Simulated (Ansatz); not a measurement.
Reaction (formal exchange of groups at the Si–O bond): `[SiH3][O][GaH2]` + `[SiH2]1[SiH2]S1` → `[SiH3][SiH]1[SiH2]S1` + `[OH][GaH2]`

Program: Ansatz. Geometries: PBE0-D4/def2-TZVP. ΔE: electronic, gas phase. CCSD(T)/CBS adds triple-zeta CCSD(T) − MP2 to the extrapolated MP2 energy (def2 sets, frozen cores). DFT in def2-TZVPP. B3LYP here is the variant with VWN-RPA as its local correlation; programs differ in this. HSE06 is defined as in plane-wave codes. For Ga outer-core shells are correlated without core-valence functions, which leaves a few kJ/mol of doubt a bond. Scalar relativity is left out up to krypton.

```json
{"level": "BLYP-D4", "ΔE (kJ/mol)": "79.7", "difference from CCSD(T)/CBS": "-7.1"}
{"level": "HSE06-D4", "ΔE (kJ/mol)": "70.0", "difference from CCSD(T)/CBS": "-16.8"}
{"level": "BHLYP-D4", "ΔE (kJ/mol)": "99.7", "difference from CCSD(T)/CBS": "12.9"}
{"level": "B2PLYP", "ΔE (kJ/mol)": "93.3", "difference from CCSD(T)/CBS": "6.5"}
{"level": "PBE-QIDH", "ΔE (kJ/mol)": "84.8", "difference from CCSD(T)/CBS": "-2.0"}
{"level": "r2SCAN", "ΔE (kJ/mol)": "81.4", "difference from CCSD(T)/CBS": "-5.4"}
{"level": "B3LYP", "ΔE (kJ/mol)": "90.6", "difference from CCSD(T)/CBS": "3.8"}
{"level": "r2SCANh", "ΔE (kJ/mol)": "83.4", "difference from CCSD(T)/CBS": "-3.4"}
{"level": "r2SCAN0", "ΔE (kJ/mol)": "86.3", "difference from CCSD(T)/CBS": "-0.5"}
{"level": "CCSD/def2-SVP", "ΔE (kJ/mol)": "89.1", "difference from CCSD(T)/CBS": "2.3"}
{"level": "CCSD(T)/CBS", "ΔE (kJ/mol)": "86.8", "difference from CCSD(T)/CBS": "0"}
```

(1) What do rigid-rotor, harmonic-oscillator terms from PBE0-D4/def2-TZVP frequencies (298.15 K, 1 bar) make of the CCSD(T)/CBS value? (Estimate.)

Largest T1 diagnostic among the species: 0.015.

Answers

(1) Ansatz gave: ΔZPE = +3.5 kJ/mol, ΔH = +91.3 kJ/mol, ΔS = 1 J/(mol·K), ΔG = +90.9 kJ/mol.

In def2-TZVPP, CCSD(T) changes the Hartree–Fock value by −32.1 kJ/mol (the triples alone add −5.1 kJ/mol) and MP2 by −27.8 kJ/mol. From PBE to PBE0 (25 % exact exchange), in def2-TZVPP and without D4, ΔE moves by +10.0 kJ/mol.
